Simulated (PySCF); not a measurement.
Isomers of C6H9N3. Computed with TDDFT CAM-B3LYP/def2-SVPD, vertical, gas phase, core orbitals frozen in the response (PySCF 2.14.0, density-fitted response routines). Geometries: PBE0-D3(BJ)/def2-SVP; one conformer of each isolated species. Triplets are in the Tamm–Dancoff approximation.

A. `CCCc1ncncn1`
B. `CCC1=NN=C(C)C=N1`
C. `C=CCn1cc(C)nn1`

Lowest singlet levels (six at most, fewer where fewer were computed) with oscillator strengths:

1. 5.80 eV (f 0.006); 6.35 eV (f 0.101); 6.77 eV (f 0.005); 7.04 eV (f 0.018); 7.13 eV (f 0.115); 7.16 eV (f 0.047); T1 4.38 eV
2. 3.19 eV (f 0.005); 4.20 eV (f 0.000); 5.37 eV (f 0.076); 5.58 eV (f 0.000); 5.88 eV (f 0.000); 6.49 eV (f 0.236); T1 2.50 eV
3. 4.79 eV (f 0.005); 4.79 eV (f 0.000); 4.89 eV (f 0.000); 5.02 eV (f 0.010); 6.22 eV (f 0.003); 6.98 eV (f 0.105)

Question: Which spectrum belongs to which structure?

Answer: 1 = C, 2 = B, 3 = A.
- A: S1 at 4.79 eV, HOMO→LUMO (96%); Löwdin shares by element: HOMO nitrogen 71% or more, carbon 12% or more (atoms not listed hold the other 17%); LUMO carbon 43% or more, nitrogen 36% or more (atoms not listed hold the other 21%); HOMO -9.32 and LUMO -0.36 eV; point group Cs, 2 of its 6 listed states under f = 0.0005.
- B: S1 at 3.19 eV, HOMO→LUMO (99%); Löwdin shares by element: HOMO nitrogen 77%, carbon 7% or more (atoms not listed hold the other 16%); LUMO nitrogen 61%, carbon 20% or more (atoms not listed hold the other 19%); HOMO -8.18 and LUMO -0.83 eV.
- C: S1 at 5.80 eV, HOMO-1→LUMO+1 (58%), HOMO-1→LUMO (17%), HOMO-1→LUMO+2 (8%); Löwdin shares by element: HOMO carbon 48% or more, nitrogen 30% or more (atoms not listed hold the other 22%); LUMO carbon 62% or more, hydrogen 12% or more (atoms not listed hold the other 26%); HOMO -8.49 and LUMO 0.65 eV.
